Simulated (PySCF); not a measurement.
# MoOF₂ + H₂O → H₂MoO₂ + F₂

Level: PBE0 in the def2-TZVP basis family, computed in PySCF with density fitting; scalar-relativistic core potentials for atoms from Rb on, none lighter, no spin–orbit coupling; open shells unrestricted.

```
species                                                                                   state and structure  ZPE (kJ/mol)  H(298 K) − H(0) (kJ/mol)  S° (J/(mol K))
  MoOF₂                      triplet, C2v, Mo–F 1.870 Å (×2), Mo–O 1.652 Å; F–Mo–F 116.2°, F–Mo–O 121.9° (×2)          17.7                      15.3           314.9
    H₂O                                                          singlet, C2v, O–H 0.960 Å (×2); H–O–H 105.1°          56.5                       9.9           188.7
 H₂MoO₂  singlet, C2v, Mo–H 1.716 Å (×2), Mo–O 1.663 Å (×2); H–Mo–H 119.8°, H–Mo–O 107.0° (×4), O–Mo–O 108.8°          53.4                      12.5           274.4
     F₂                                                                             singlet, D∞h, F–F 1.376 Å           6.6                       8.7           201.9
```

(1) Is the gas-phase reaction uphill or downhill in electronic energy at this level, and by how much?

(2) Add zero-point, thermal and entropy terms for 298.15 K and 1 bar.

## Answers

(1) At PBE0/def2-TZVP, ΔE = 676.1 kJ/mol, uphill. 

(2) ΔZPE = -14.2 and Δ[H(298) − H(0)] = -4.0 kJ/mol give ΔH° = 657.9 kJ/mol. ΔS° = -27.3 J/(mol K), so ΔG° = 657.9 − 298.15 × (-0.0273) = 666 kJ/mol.

Open d or f shells are single determinants, so the state found may not be the ground state. Each species is the lowest minimum found with this bonding; other isomers or fragments can lie lower.
